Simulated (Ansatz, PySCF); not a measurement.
Energy difference R1 + R2 → P1 + P2, each structure at its B3LYP-D3(BJ)/def2-TZVP stationary point, reached from a drawn start (curvature not checked).
R1: C2H6AlCl (SMILES [CH3][Al]([CH3])[Cl]), charge 0, multiplicity 1.
P1: C2H6AlF (SMILES [CH3][Al]([CH3])[F]), charge 0, multiplicity 1.
P2, HCl (SMILES Cl) (charge 0, multiplicity 1):
```xyz
2

Cl     0.000     0.000     0.641
H      0.000     0.000    -0.641
```
R2: HF (SMILES F), charge 0, multiplicity 1.

P less R. No zero-point or thermal terms.

Correlated levels freeze the cores.

Programs: Ansatz (a first-principles code); PySCF for the D3/D4 terms. Each number belongs to the level named beside it.

Predict the reaction energy from PBE0/def2-TZVPP.

-17 kJ/mol

What is the computed reaction energy (CCSD(T)/cc-pV(Q+d)Z)?

-23 kJ/mol

Predict the reaction energy from B3LYP-D4/def2-TZVPP.

-23 kJ/mol
